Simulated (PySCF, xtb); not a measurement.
Cd(Et) (C2H5Cd), SMILES [Cd+][CH2]C, charge +1.

Harmonic wavenumbers (cm⁻¹) from xtb 6.7.1 with GFN2-xTB at its own minimum, in rising order: 208, 267, 382, 681, 893, 932, 1053, 1088, 1170, 1343, 1369, 1407, 1423, 2883, 2905, 2945, 2968, 2975.

### Question
What does PBE0-D3(BJ)/def2-TZVP (PySCF) give at its own minimum? (Estimate from the structure and the level; the computed values follow.)

### Answer
201, 252, 374, 697, 909, 918, 1058, 1135, 1231, 1385, 1440, 1457, 1487, 2996, 3110, 3118, 3168, 3199. Paired by order, the mean absolute difference is 74 cm⁻¹ and the zero-point energies are 38.4 and 40.2 kcal/mol.
